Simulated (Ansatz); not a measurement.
trigermane (H8Ge3), singlet, geometry from GFN2-xTB. Base run: CAM-B3LYP/def2-SV(P) run with Ansatz (an electronic-structure program).

Geometry (Å):
```xyz
11

Ge     1.9000     0.7876     0.0127
Ge     0.1591    -0.8297    -0.1178
Ge    -2.0543     0.0169     0.1015
H      3.2790     0.2149    -0.1202
H      1.8038     1.8452    -1.0469
H      1.9052     1.5416     1.3096
H      0.3943    -1.9088     0.9154
H      0.2813    -1.6015    -1.4127
H     -2.4613     0.9055    -1.0364
H     -2.2417     0.8554     1.3313
H     -3.1119    -1.0430     0.1773
```
All else is at Ansatz's defaults.

Each row names what was changed in the base input (with any setting that the change needs).

| change | basis functions | E (Eh) | core-seconds (rough) |
|---|---|---|---|
| base | 112 | -6235.36056 | 4 |
| basis = pcseg-0 | 82 | -6228.41834 | 2 |
| basis = pc-1 | 121 | -6235.95015 | 6 |
| basis = pcseg-1 | 121 | -6235.47611 | 5 |
| basis = def2-SVP | 136 | -6235.37490 | 6 |
| basis = def2-SVPD | 178 | -6235.37974 | 10 |
| basis = aug-cc-pVDZ | 180 | -6236.06724 | 10 |
| basis = aug-pcseg-1 | 180 | -6235.48034 | 10 |
| basis = 6-311G** | 180 | -6236.05716 | 7 |
| basis = def2-TZVP | 192 | -6236.17004 | 10 |
| basis = def2-TZVPD | 234 | -6236.17125 | 20 |
| basis = pc-2 | 241 | -6236.32015 | 10 |
| basis = pcseg-2 | 241 | -6236.30689 | 20 |

Totals compare only among sets that treat the same electrons; sets with core potentials leave the core out.
